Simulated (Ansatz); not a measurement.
A CCSD(T) single point on CH3F3Ti, SMILES `[CH3][Ti]([F])([F])[F]`.

```yaml
crystal:
  periodic: [false, false, false]
  atoms:
    - {symbol: C, position_ang: [-0.914706, -0.057978, 0.511517]}
    - {symbol: Ti, position_ang: [0.859808, 0.039435, -0.481815]}
    - {symbol: F, position_ang: [1.875645, -1.192013, 0.234394]}
    - {symbol: F, position_ang: [0.484821, -0.280446, -2.160629]}
    - {symbol: F, position_ang: [1.466132, 1.659253, -0.217395]}
    - {symbol: H, position_ang: [-1.344718, -1.054778, 0.378819]}
    - {symbol: H, position_ang: [-0.740740, 0.132912, 1.574261]}
    - {symbol: H, position_ang: [-1.594044, 0.696616, 0.105047]}
basis:
  gaussian: {orbitals: def2-SVP}
correlation: {method: ccsd_t}
```

```sh
$ ansatz run in.yaml --threads 4 --pin off --events-out ev --progress --plain --max-ram 10444MiB
```

The program prints (abridged):

```
Functional definition: HF
1034 factors; integrals over basis functions are off by at most 1.0e-3 eV
mean field evaluation 1: about -32267.5207 eV, gradient 6.3e1 eV
mean field evaluation 2: about -32267.6067 eV, gradient 6.3e1 eV
mean field evaluation 4: about -32276.3932 eV, gradient 4.5e0 eV
mean field evaluation 8: about -32276.5384 eV, gradient 1.0e0 eV
mean field evaluation 16: about -32276.5459 eV, gradient 1.4e-6 eV
mean field -32276.54589910 eV, -1186.1411839632 hartree, gradient 1.4e-6 eV, S^2 0.000000; 0 other end points of the search recorded, 0 dependent functions left out
9 core orbitals not correlated: weight in the atoms' cores, before any rotation towards them, 1.000 or more for the frozen orbitals, at most 0.000 for the correlated occupied ones
reference -32276.54589910 eV, -1186.1411839632 hartree; 20, 20 occupied and 73, 73 virtual orbitals, 1034 factors
second order -27.69886750 eV of doubles, -0.00000000 eV of singles
cycle   1  -26.97026893 eV  change    7.3e-1 eV  update   2.1e-1
cycle   2  -27.89489463 eV  change   -9.2e-1 eV  update   1.2e-1
cycle   3  -28.10803092 eV  change   -2.1e-1 eV  update   4.0e-2
cycle   4  -28.11989987 eV  change   -1.2e-2 eV  update   1.0e-2
cycle   5  -28.10551559 eV  change    1.4e-2 eV  update   3.8e-3
cycle   6  -28.10332698 eV  change    2.2e-3 eV  update   1.4e-3
cycle   7  -28.10403598 eV  change   -7.1e-4 eV  update   7.8e-4
cycle   8  -28.10401369 eV  change    2.2e-5 eV  update   2.3e-4
cycle   9  -28.10405804 eV  change   -4.4e-5 eV  update   8.3e-5
cycle  10  -28.10415082 eV  change   -9.3e-5 eV  update   2.4e-5
cycle  11  -28.10411669 eV  change    3.4e-5 eV  update   1.2e-5
perturbative correction -0.94410803 eV, -0.0346953302 hartree
Total energy: -32305.59412381 eV, -1187.2086865319 hartree
```

It took 5 s on 4 threads of an Intel Xeon Platinum 8488C on a shared host, with 0.53 GiB of host memory at the peak.

Correlation energy per correlated electron: -0.726 eV. T1 diagnostic: 0.0202.
